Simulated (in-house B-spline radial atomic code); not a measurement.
Mn¹³⁺. Computed with a B-spline radial atomic code. Model: all-electron spherical atom, spin shells full or empty, radial basis limit, no spin-orbit coupling: exact exchange with a local potential (Slater, KLI or optimised effective potential, whose far tail is KLI's), no correlation.

The run also made RPA and GW results, which its time includes.

The Slater potential averages the orbital exchange potentials with the orbital densities as weights, KLI adds orbital constants, and the optimised effective potential minimises the exact-exchange energy among local potentials. So their energies lie above Hartree-Fock in the order OEP, KLI, Slater. All fall off as −1/r, unlike LDA and GGA exchange.

Command:
```bash
python run_gw.py task.json out
```
Settings (nuclear radius in fm, other lengths in bohr, energies in hartree):
```
Z                      25
electrons              12
configuration          [Ne] 3s2
hamiltonian            x2c
method                 oep
lmax                   9
rms_radius             3.7057
spin_polarised         False
box_radius             5.53
intervals              96
ion_configuration      [Ne] 3s1
```

Time taken, with all properties: 8.3 s on 1 thread of Arm Neoverse N1, with other jobs on the host.

Given: hamiltonian one-electron scalar X2C; mean-field start exchange-only OEP.

Computed: energy above Hartree-Fock 3.7181 millihartree.

```tsv
radius (bohr)	r times exchange potential (hartree bohr)
0.002	-0.04216
0.0024	-0.050546
0.00289	-0.060785
0.00347	-0.072839
0.00417	-0.087288
0.00502	-0.10467
0.00603	-0.12505
0.00724	-0.14902
0.00871	-0.17743
0.0105	-0.21085
0.0126	-0.24829
0.0151	-0.29019
0.0182	-0.33796
0.0218	-0.38748
0.0262	-0.43939
0.0315	-0.48973
0.0379	-0.53379
0.0456	-0.56455
0.0548	-0.57284
0.0658	-0.5511
0.0791	-0.50873
0.0951	-0.50347
0.114	-0.59444
0.137	?
0.165	-0.87792
0.198	-0.97555
0.238	-1.0308
0.287	-1.0293
0.344	-0.9514
0.414	?
0.497	-0.67498
0.598	-0.82663
0.718	-0.94046
0.863	-0.98095
1.04	-0.9945
1.25	-0.998
1.5	-1.0016
```

What belongs in the row 0.137?

r times exchange potential (hartree bohr): -0.74246.

What belongs in the row 0.414?

r times exchange potential (hartree bohr): -0.78051.

```json
{"occupied": "1s", "level (hartree)": "-251.09", "Hartree-Fock level (hartree)": "-256.98"}
{"occupied": "2s", "level (hartree)": "?", "Hartree-Fock level (hartree)": "?"}
{"occupied": "2p", "level (hartree)": "-37.498", "Hartree-Fock level (hartree)": "-38.697"}
{"occupied": "3s", "level (hartree)": "-14.734", "Hartree-Fock level (hartree)": "-14.734"}
```

What belongs in the row 2s?

level (hartree): -41.607; Hartree-Fock level (hartree): -43.3.

```json
{"empty": "3p", "level (hartree)": "-13.503"}
{"empty": "3d", "level (hartree)": "?"}
{"empty": "4s", "level (hartree)": "-7.5982"}
{"empty": "4p", "level (hartree)": "-7.1197"}
{"empty": "4d", "level (hartree)": "-6.497"}
{"empty": "4f", "level (hartree)": "-6.1836"}
```

What belongs in the row 3d?

level (hartree): -11.778.

The highest level, 3s, differs from Hartree-Fock by -0.015 eV and the deepest, 1s, by +160 eV: a local potential can match the highest level but can't give each shell its own exchange.
